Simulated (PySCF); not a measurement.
Two structures of BH$_{4}$ClO$_{2}$, closed shell, reached by relaxing down either side of one saddle point (PBE0-D4/def2-TZVP). Energies are electronic, without zero-point energy. Program: PySCF 2.14 with density fitting (its default auxiliary sets; JK sets also for MP2 and CCSD(T)). Basis: def2-TZVPP and def2-QZVPP. Cores are frozen in the correlated methods. Extrapolation: Hartree–Fock as exp(−7.88 √X), correlation as X^−2.97. First:

| atom | x (Å) | y (Å) | z (Å) |
| --- | --- | --- | --- |
| B1 | -0.4703 | -0.6773 | -0.1852 |
| H2 | 0.5002 | -0.9984 | 0.4490 |
| O3 | -0.8165 | 0.6204 | -0.3798 |
| O4 | -1.2242 | -1.6702 | -0.7120 |
| H5 | 1.8980 | 0.5185 | 1.3184 |
| Cl6 | 1.8388 | 1.7998 | 1.3494 |
| H7 | -0.2132 | 1.2431 | 0.0380 |
| H8 | -1.9774 | -1.3305 | -1.2059 |

Second:

B1  (-0.577, 0.421, 0.412)
H2  (1.915, -1.472, -0.860)
O3  (-0.781, 0.903, -0.839)
O4  (-1.246, -0.660, 0.860)
H5  (2.086, -1.068, -0.256)
Cl6  (0.574, 1.199, 1.511)
H7  (-0.246, 1.673, -1.045)
H8  (-1.844, -1.016, 0.195)
(Å)

Which bonds change from the first to the second?

BH₃O₂ ([OH][BH][OH]) + HCl → BH₂ClO₂ ([OH][B]([OH])[Cl]) + H₂; bonds formed: B1–Cl6, H2–H5; bonds broken: B1–H2, H5–Cl6.

Give the saddle point's structure and its height above each. (Judge from chemistry; the value comes from the calculation.)

The calculation gives: 35.07 kcal/mol above the first and 47.39 kcal/mol above the second (CCSD(T) at an estimated basis limit (MP2 extrapolated from triple and quadruple zeta, plus CCSD(T) − MP2 in triple zeta)).
B1  (-0.063, -0.196, -0.133)
H2  (1.213, -0.654, -0.102)
O3  (-0.347, 0.647, -1.161)
O4  (-0.838, -1.237, 0.244)
H5  (1.173, -0.049, 0.637)
Cl6  (0.504, 1.099, 1.608)
H7  (0.124, 1.483, -1.136)
H8  (-1.767, -1.093, 0.042)
(Å)

The T1 diagnostic stays at or below 0.013.

Labels in which every atom is bracketed show which atoms are joined, not bond orders.

For scale, one of the runs: CCSD(T)/def2-TZVPP, 191 basis functions, launched by `OMP_NUM_THREADS=4 python run.py`. The run took 6 min on 4 CPU threads of an Arm Neoverse V2 (shared host), with 2.4 GiB of host memory at its peak.
